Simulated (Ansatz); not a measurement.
C2H7BSe can be A, `CB(C)[SeH]`, or B, `B[Se]CC`.

Program: Ansatz. Geometries: PBE0-D4/def2-TZVP. ΔE: electronic, gas phase. CCSD(T)/CBS adds triple-zeta CCSD(T) − MP2 to the extrapolated MP2 energy (def2 sets, frozen cores). DFT in def2-TZVPP. B3LYP here is the variant with VWN-RPA as its local correlation; programs differ in this. For Se outer-core shells are correlated without core-valence functions, which leaves a few kJ/mol of doubt a bond. Scalar relativity is left out up to krypton. Each species was taken in one conformer, which may not be the lowest.

A:

Z-matrix (Å, degrees):
```
C
B 1 1.567
H 1 1.091 2 115.6
H 1 1.097 2 108.5 3 121.0
H 1 1.095 2 110.5 3 -123.7
C 2 1.564 1 121.6 3 170.7
Se 2 1.936 1 116.4 3 -8.5
H 6 1.091 2 115.3 1 163.5
H 6 1.095 2 111.4 1 38.9
H 6 1.098 2 107.8 1 -76.7
H 7 1.469 2 97.6 1 -178.4
```

B:

Z-matrix (Å, degrees):
```
C
Se 1 1.963
C 1 1.512 2 112.7
H 1 1.091 2 105.3 3 121.9
H 1 1.090 2 106.6 3 -123.3
B 2 1.886 1 101.6 3 81.9
H 3 1.092 1 111.4 2 58.1
H 3 1.094 1 110.3 2 178.0
H 3 1.092 1 111.0 2 -62.2
H 6 1.194 2 120.3 1 1.3
H 6 1.192 2 116.8 1 -179.0
```

Which is lower in electronic energy at CCSD(T)/CBS, and by how much? (An estimate is asked.)

Computed: A, by 88.9 kJ/mol.

Give E(B) − E(A) in kJ/mol with ωB97M-V, B3LYP, B3LYP-D4, CCSD/def2-TZVPP, HF/def2-TZVPP, r2SCAN-D4, B2PLYP. (Best estimate.)

Ansatz gave: ωB97M-V 95.1, B3LYP 91.2, B3LYP-D4 91.1, CCSD/def2-TZVPP 89.4, HF/def2-TZVPP 90.6, r2SCAN-D4 97.5, B2PLYP 89.6. None reverses the order clearly.

Largest T1 diagnostic: 0.012.
